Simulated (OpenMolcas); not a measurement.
Cu2+ (d9) in a complex was computed by CASSCF with the d shell active (OpenMolcas, ANO-RCC-VTZP on the metal). Its lowest spin-free states, and all those of the highest spin:

| 2S+1 | Degeneracy | E (cm-1) |
| --- | --- | --- |
| 2 | 3 | 0.0 |
| 2 | 2 | 2185 |

Task: Is the site octahedral, tetrahedral or cube-like, axial, or of lower symmetry?

Result: The states with 2S+1 = 2 have orbital degeneracies 3, 2. Threefold states need a cubic site. For d9 at this spin an octahedron puts the twofold E below the threefold T2 and a tetrahedron or cube puts the threefold T2 below the twofold E, so the site is a tetrahedron or a cube, which this pattern cannot tell apart. The first gap at this spin, 2190 cm-1, is |10Dq| in ligand-field theory. The run had Cu2+ with 4 ligands (oxide) in tetrahedral coordination (Td) at 1.95 Å. A charge of +1.5 e stands 2.4 Å behind each ligand. Ligand basis ANO-RCC-VDZP.

An orbital triplet at a regular site is open to Jahn-Teller coupling, which can distort the site and quench the lowest spin-orbit gaps and is left out. The oxide ions are held by bare point charges, a crude embedding. Ligand-to-metal charge-transfer states are missing. With oxide or sulfide held by bare charges the field of late divalent 3d ions can come out several times too small, and g and χT far too large. With metal d orbitals alone and no dynamic correlation the field as a rule comes out too small, by tens of per cent, by up to half for chloride and softer ligands, and with too little covalency χT stands high. No measured value stands beside these numbers; the geometry was imposed, not optimised, and the real ion may take another.
